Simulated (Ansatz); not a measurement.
System: C₆H₁₁, charge 0, multiplicity 2. It need not be the lowest isomer of its formula. 
Geometry from a B3LYP-D3(BJ)/def2-TZVP (Ansatz, a first-principles code) optimisation:
```
C
H 1 1.0911
H 1 1.0950 2 107.06
C 1 1.5057 2 109.75 3 118.99
C 4 1.3307 1 121.43 2 9.98
H 5 1.0832 4 121.65 1 179.67
H 5 1.0832 6 116.89 4 -179.80
C 4 1.5026 5 121.93 6 -0.09
H 8 1.0895 4 111.50 5 -2.91
H 8 1.0932 9 108.00 4 -122.70
H 8 1.0942 9 108.40 10 -115.21
C 1 1.5554 2 108.70 3 -116.70
H 12 1.0931 1 107.80 2 -65.88
H 12 1.0938 13 107.10 1 116.52
C 12 1.4831 13 110.56 14 119.78
H 15 1.0814 12 121.08 13 30.02
H 15 1.0821 16 117.58 12 -170.97
```
Charge 0, spin multiplicity 2.

Property: atomisation energy (electronic, to ground-state atoms); the coupled-cluster value holds the core correlation from cc-pwCVTZ, in kcal/mol. Cores are frozen in the correlated levels unless marked. Open shells are spin-unrestricted. Spin-orbit coupling is left out. Non-relativistic. CBS marks a two-point X^-3 extrapolation of the correlation energy; Hartree-Fock from the larger set. The bracket is a focal-point correction in the basis named.

Level to compare with: RI-MP2/CBS(cc-pVTZ,cc-pVQZ)+[CCSD(T)-MP2]/cc-pVTZ plus the core term (Ansatz), 1642.6 kcal/mol. It is a level with limits of its own, and the differences hold the functionals' basis error too.

Task: Rank these functionals by how close they come to RI-MP2/CBS(cc-pVTZ,cc-pVQZ)+[CCSD(T)-MP2]/cc-pVTZ, closest first: revPBE/def2-TZVPD (Ansatz); wB97X-V/def2-TZVPD (Ansatz); CAM-B3LYP/def2-TZVPD (Ansatz).

Result: CAM-B3LYP/def2-TZVPD (range-separated hybrid, 1638.5 kcal/mol, difference -4.1), wB97X-V/def2-TZVPD (range-separated hybrid with VV10, 1636.3 kcal/mol, difference -6.3), revPBE/def2-TZVPD (GGA, 1611.5 kcal/mol, difference -31.1)
